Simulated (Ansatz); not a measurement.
One change: `O=C=N[SiH2]Cl` becomes `O=C=N[SiH3]`.

Ansatz, PBE0-D4/def2-TZVP geometries, multiplicity 1. Each molecule was computed in one conformer, which needn't be the lowest.

```tsv
property	`O=C=N[SiH2]Cl`
HOMO–LUMO gap (PBE0/def2-TZVPP) / eV	8.56
HOMO energy (ωB97M-V/def2-TZVPP) / eV	-11.09
HOMO energy (PBE/def2-TZVPP) / eV	-7.52
LUMO energy (B3LYP/def2-TZVPP) / eV	-0.55
LUMO energy (PBE0/def2-TZVPP) / eV	-0.33
LUMO energy (PBE/def2-TZVPP) / eV	-1.28
```

Question: What does the change do to each property? (Best estimate.)

Answer: Ansatz gave: 
| property | `O=C=N[SiH3]` | shift |
| --- | --- | --- |
| HOMO–LUMO gap (PBE0/def2-TZVPP) / eV | 8.81 | 0.25 |
| HOMO energy (ωB97M-V/def2-TZVPP) / eV | -10.93 | 0.16 |
| HOMO energy (PBE/def2-TZVPP) / eV | -7.33 | 0.19 |
| LUMO energy (B3LYP/def2-TZVPP) / eV | -0.14 | 0.41 |
| LUMO energy (PBE0/def2-TZVPP) / eV | 0.10 | 0.43 |
| LUMO energy (PBE/def2-TZVPP) / eV | -0.73 | 0.55 |

With PBE0 the HOMO rises by 0.18 eV and the LUMO rises by 0.43 eV, so the gap widens by about 0.25 eV. PBE moves the HOMO by 0.19 eV and ωB97M-V by 0.16 eV.

B3LYP here is the variant with VWN-RPA as its local correlation; programs differ in this.
